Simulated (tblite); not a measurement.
A tight-binding relaxation on `C#C[C@@H]1CC[C@H]([O][GeH3])S1`.

Computed with GFN2-xTB geometry optimisation, gas phase (tblite 0.8.0). Start geometry: from a force field or distance geometry. A driver script takes a list of jobs; this job's settings line and coordinates (Å) are shown.

Command:
```bash
OMP_NUM_THREADS=1 python probes_run.py task.json out
```

Input:
```
{"job": {"kind": "relax", "xc": "GFN2-xTB", "basis": "xTB"}, "charge": 0, "multiplicity": 1}
C     -3.271800     0.684800     1.814200
C     -2.484400     0.781100     0.908400
C     -1.496000     0.881200    -0.170500
C     -1.357300    -0.426800    -0.927100
C      0.012500    -0.413800    -1.558900
C      0.993600     0.106300    -0.528900
O      1.412700    -0.965300     0.284700
Ge     2.990400    -0.548500     1.075600
S      0.128600     1.349900     0.489900
H     -3.987400     0.608300     2.606700
H     -1.840400     1.674600    -0.881000
H     -2.155900    -0.550900    -1.685000
H     -1.414100    -1.295200    -0.205000
H      0.303000    -1.425900    -1.927600
H     -0.008500     0.286700    -2.437300
H      1.845900     0.582900    -1.057800
H      4.071900    -0.341700    -0.011500
H      3.412900    -1.721300     2.001600
H      2.834500     0.742800     1.919700
```

Output:
```
step      E/eV     max force
  0    -738.10891    1.729
  1    -738.25392    0.891
  2    -738.31992    0.574
  3    -738.33647    1.709
  4    -738.35375    0.823
  5    -738.36664    0.254
  6    -738.37303    0.225
  7    -738.37749    0.202
  8    -738.38246    0.190
  9    -738.38756    0.155
... (125 lines left out)
135    -738.64884    0.019
136    -738.64892    0.023
137    -738.64897    0.020
138    -738.64903    0.017
139    -738.64909    0.018
140    -738.64917    0.029
141    -738.64926    0.036
142    -738.64932    0.027
143    -738.64936    0.010
144    -738.64938    0.009
```

«max force» is the largest atomic force in eV/Å.

Task: From which step on does the largest force stay under 0.1 eV/Å, and how much energy is left to gain from there?

Result: From step 99 (0.071 eV/Å), 12.8 meV above the end.

Main results: energy lowered by 12.5 kcal/mol over 144 steps; largest atomic force 0.009 eV/Å at the end.

Task: Give the final coordinates.

Result: 1.082 Å rms from the input after alignment:
```
atom  x, y, z in Å
C1    -2.1734    0.7888    2.2513
C2    -1.7832    0.8290    1.1197
C3    -1.2574    0.8490   -0.2204
C4    -1.1055   -0.5481   -0.8238
C5    -0.0025   -0.4660   -1.8682
C6     1.1825    0.2066   -1.1810
O7     1.8721   -0.6672   -0.3639
Ge8    2.0067   -0.5012    1.3925
S9     0.4484    1.5938   -0.2484
H10   -2.5382    0.7677    3.2345
H11   -1.8699    1.4973   -0.8543
H12   -2.0505   -0.8821   -1.2537
H13   -0.8120   -1.2532   -0.0408
H14    0.2951   -1.4537   -2.2203
H15   -0.3198    0.1417   -2.7175
H16    1.8780    0.6485   -1.9046
H17    2.7639    0.7438    1.7365
H18    2.7988   -1.7425    1.6268
H19    0.6569   -0.5429    2.0459
```

Task: How long does this job take on an Arm Neoverse N1 with one thread, no GPU, shared host with 64 logical CPUs at a one-minute load of 36?

Result: About 2.1 s.
Labels such as C1 count atoms from 1, the log's own numbers from 0.
